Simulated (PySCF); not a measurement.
**Working out the ionisation energy of Rh⁺**

Rh⁺ [Kr] 4d8 (3F) → Rh²⁺ [Kr] 4d7 (4F). Computed with PySCF 2.14 in aug-cc-pVTZ-PP with ECP28MDF (6s6p5d3f2g, 88 functions), with a scalar-relativistic core potential. Frozen: 4s2 4p6. Energies in hartree (1 hartree = 27.21139 eV):

```json
{"part": "UHF", "Rh⁺ (lower)": "-109.158276", "Rh²⁺ (upper)": "-108.566343"}
{"part": "MP2 opposite-spin", "Rh⁺ (lower)": "-0.141118", "Rh²⁺ (upper)": "-0.090524"}
{"part": "MP2 same-spin", "Rh⁺ (lower)": "-0.080806", "Rh²⁺ (upper)": "-0.066724"}
```

Task: What does Hartree-Fock give?

Result: (-108.566343) − (-109.158276) = 0.591933 hartree = 16.107 eV.

Task: What do MP2 and SCS-MP2 (6/5 opposite-spin, 1/3 same-spin) give?

Result: The opposite-spin parts differ by 1.377 eV and the same-spin parts by 0.383 eV. MP2: 16.107 + (1.377) + (0.383) = 17.867 eV. SCS-MP2: 16.107 + 1.2 × (1.377) + (0.383)/3 = 17.887 eV.

Reference: 18.08 eV (semi-empirical (NIST evaluation); NIST Atomic Spectra Database, ionization energies), between the lowest levels; spin-orbit coupling is absent from the calculation.

What remains against the reference includes basis incompleteness, the frozen core and correlation beyond second order.
